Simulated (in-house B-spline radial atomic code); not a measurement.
Ionising Sr²⁺ with different functionals

Computed with a B-spline radial code for spherical atoms: four-component Dirac-Coulomb Hamiltonian, Fermi nucleus of rms radius 4.224 fm, spin-restricted, spherical fractional occupations for the functionals. The ionisation energy is the difference of two self-consistent energies, [Ar] 3d10 4s2 4p6 → [Ar] 3d10 4s2 4p5, without Breit or QED terms; ε is the level of the shell that loses the electron (mean over j). The electron is taken from both j subshells in proportion to 2j + 1, so the result is a j average, not the step between ground levels.

Hybrids are left out here: with spherical fractional occupations of an open shell their exact exchange keeps a self-interaction that integer-occupation calculations don't have.

```json
{"method": "LDA VWN5", "rung": "LDA", "ΔSCF (eV)": "43.43", "-ε(4p) (eV)": "36.67"}
{"method": "relativistic LDA", "rung": "LDA", "ΔSCF (eV)": "43.42", "-ε(4p) (eV)": "36.66"}
{"method": "LDA PW92", "rung": "LDA", "ΔSCF (eV)": "43.43", "-ε(4p) (eV)": "36.66"}
{"method": "LDA exchange-only", "rung": "LDA", "ΔSCF (eV)": "41.85", "-ε(4p) (eV)": "35.11"}
{"method": "PBE", "rung": "GGA", "ΔSCF (eV)": "43.28", "-ε(4p) (eV)": "36.52"}
{"method": "PBEsol", "rung": "GGA", "ΔSCF (eV)": "43.27", "-ε(4p) (eV)": "36.51"}
{"method": "BLYP", "rung": "GGA", "ΔSCF (eV)": "43.09", "-ε(4p) (eV)": "36.33"}
{"method": "RPBE", "rung": "GGA", "ΔSCF (eV)": "43.25", "-ε(4p) (eV)": "36.50"}
{"method": "PW91", "rung": "GGA", "ΔSCF (eV)": "43.35", "-ε(4p) (eV)": "36.59"}
{"method": "BP86", "rung": "GGA", "ΔSCF (eV)": "43.37", "-ε(4p) (eV)": "36.61"}
{"method": "AM05", "rung": "GGA", "ΔSCF (eV)": "43.26", "-ε(4p) (eV)": "36.50"}
{"method": "OLYP", "rung": "GGA", "ΔSCF (eV)": "43.39", "-ε(4p) (eV)": "36.61"}
```

Q: How do they compare with the NIST value?

A: NIST lists 42.884 eV (measured, ground level to ground level). Errors run from -1.03 to +0.55 eV; BLYP is closest (+0.21 eV), but part of that can be cancellation, since the calculations leave out Breit-QED terms, spin polarisation, the choice among j levels, multiplet and fine-structure energies.
